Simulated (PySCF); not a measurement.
Al(Cl)(Br)(NH2) (AlBrClH₂N), SMILES [NH2][Al]([Cl])[Br]. Atoms are numbered in the order given.

```xyz
6

Al    -0.4139    -0.6109     0.0000
Cl     1.0148    -2.1404     0.0000
Br     0.2381     1.5343     0.0000
N     -2.1206    -1.0121     0.0000
H     -2.8721    -0.3322     0.0000
H     -2.4890    -1.9565     0.0000
```
Charge 0, spin multiplicity 1.

Geometry: PBE0-D3(BJ)/def2-SVP. The structure was generated by enumeration; whether it is a known compound was not checked. The values are those of a single conformer.

Two levels are set side by side: PBE/pcSseg-1 (PySCF) and B3LYP/pcSseg-1 (PySCF). GIAO shifts against HCl (³⁵Cl), NH3 (¹⁵N), TMS (¹H) at the same level; non-relativistic, no solvent, atoms listed together averaged. Without spin–orbit terms, shifts of atoms bonded to Cl or Br come out too high at both levels. Differences are taken from unrounded values.

| quantity | B3LYP |
|---|---|
| δ(³⁵Cl) of Cl2 (ppm) | -16.6 |
| δ(¹⁵N) of N4 (ppm) | 34.9 |
| δ(¹H) of H5, H6 (ppm) | 1.28 |

What does PBE give, and how far is it from B3LYP? (An estimate is asked for; the answer gives what the named calculation found.)


```csv
quantity,PBE,PBE minus B3LYP
δ(³⁵Cl) of Cl2 (ppm),4.8,21.4
δ(¹⁵N) of N4 (ppm),41.1,6.2
"δ(¹H) of H5, H6 (ppm)",1.39,0.10
```

Rough cost on one machine, each run with all the roots and properties that it gave: B3LYP against PBE within a factor of 2.
